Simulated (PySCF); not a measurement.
**Ionisation energy along the 22-electron series**

Calculated with PySCF 2.14 and a two-component X2C-1e Hamiltonian (Gaussian nucleus, no Breit or QED terms), each ion in its own even-tempered basis scaled to its charge; GMP2 freezes [Ne] and drops the highest virtual spinors. Values in eV. NIST values: (m) measured, (s) semi-empirical, (t) theoretical.

| ion | configuration | GHF (spin-free) | GMP2 (spin-free) | GHF (screened spin-orbit) | GMP2 (screened spin-orbit) | NIST |
| --- | --- | --- | --- | --- | --- | --- |
| Cd²⁶⁺ | [Ar] 3d4 | 1399.7 | 1400.0 | 1399.1 | 1399.7 | 1401 ± 4 (t) |
| In²⁷⁺ | [Ar] 3d4 | 1495.3 | 1495.5 | 1494.9 | 1495.6 | 1496 ± 4 (t) |
| Sn²⁸⁺ | [Ar] 3d4 | 1593.9 | 1594.2 | 1593.9 | 1594.7 | 1596 ± 4 (t) |

Between Z = 48 and Z = 50 the GMP2 (screened spin-orbit) value grows as Z to the power 3.19.
